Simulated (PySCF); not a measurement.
C2H6BF2N, SMILES CNB(F)CF.

Geometry: TPSSh-D3(BJ)/def2-SVP. This is a generated structure with no PubChem entry under its InChIKey; it may be hypothetical. One conformer was computed; it need not be the lowest.

All values below come from HF/def2-TZVP run with PySCF.

The total energy comes out as -357.49393 hartree and the point group is Cs. The highest occupied level is -11.08 eV and the lowest empty level comes out as 3.19 eV. The orbital gap comes out as 14.28 eV. The dipole moment is 0.207 e·Å, the quadrupole, principal values (traceless, Buckingham form, about the centre of nuclear charge) is -9.79, 1.80, 7.99 D·Å and the mean static polarisability is 43.2 bohr³ (6.41 Å³). The polarisability, principal values is 36.4, 41.0, 52.3 bohr³.
